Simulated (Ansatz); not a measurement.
Two structures of SiNH$_{6}$OF, singlet, reached by relaxing down either side of one saddle point (PBE0-D4/def2-TZVP). Energies are electronic, without zero-point energy. Ansatz 0.2.0; basis: def2-TZVPP and def2-QZVPP; cores frozen in the correlated methods. Extrapolation: Hartree–Fock as exp(−7.88 √X), correlation as X^−2.97. First:

```csv
atom,x (Å),y (Å),z (Å)
Si1,-0.2560,-0.0607,0.4801
F2,1.2409,-0.3188,-0.0778
H3,-1.1567,-0.7390,-0.4741
H4,-0.4102,1.4031,0.5742
N5,-0.5200,-0.7252,2.0182
H6,1.1916,0.7168,-1.9404
O7,0.5088,1.1629,-2.4508
H8,-0.6754,-1.7094,2.1584
H9,-0.1951,-0.2734,2.8565
H10,0.2718,0.5436,-3.1445
```

Second:

Si1  (-0.916, 0.297, -0.039)
F2  (2.290, -0.989, -0.558)
H3  (-1.783, -0.676, -0.749)
H4  (-1.652, 1.539, 0.293)
N5  (-0.304, -0.355, 1.398)
H6  (1.657, -0.328, -0.788)
O7  (0.346, 0.662, -1.084)
H8  (0.261, -1.190, 1.384)
H9  (-0.034, 0.254, 2.154)
H10  (0.134, 0.786, -2.012)
(Å)

Q: Which bonds change from the first to the second?

A: SiNH₄F ([NH2][SiH2][F]) + H₂O → SiNH₅O ([NH2][SiH2][OH]) + HF; bonds formed: Si1–O7, F2–H6; bonds broken: Si1–F2, H6–O7.

Q: Give the saddle point's structure and its height above each. (Judge from chemistry; the value comes from the calculation.)

A: Computed: 1.261 eV above the first and 0.989 eV above the second (CCSD(T) at an estimated basis limit (MP2 extrapolated from triple and quadruple zeta, plus CCSD(T) − MP2 in triple zeta)).
```xyz
10
angstrom
Si -0.5063 -0.0329 -0.0646
F 1.0623 -1.1591 -0.5311
H -1.2662 -0.9873 -0.9032
H -1.4523 1.1225 0.0957
N -0.0814 -0.2804 1.5488
H 1.1852 -0.0714 -1.1565
O 0.6502 0.8966 -1.1425
H 0.5908 -0.9666 1.8425
H -0.4745 0.2709 2.2901
H 0.2921 1.2075 -1.9793
```

T1 diagnostic: at most 0.012.

The step is the kind of ligand exchange by which a precursor binds to a hydroxyl group, or is hydrolysed, in atomic layer deposition of oxides.

Labels in which every atom is bracketed show which atoms are joined, not bond orders.

For scale, one of the runs: CCSD(T)/def2-TZVPP, 219 basis functions, launched by `ansatz run in.yaml --threads 4 --pin off --events-out ev --progress --plain --max-ram 9574MiB`. Time: 2.3 min of wall clock on 4 CPU threads of an AMD EPYC; the host was shared. Peak host memory: 3.5 GiB.
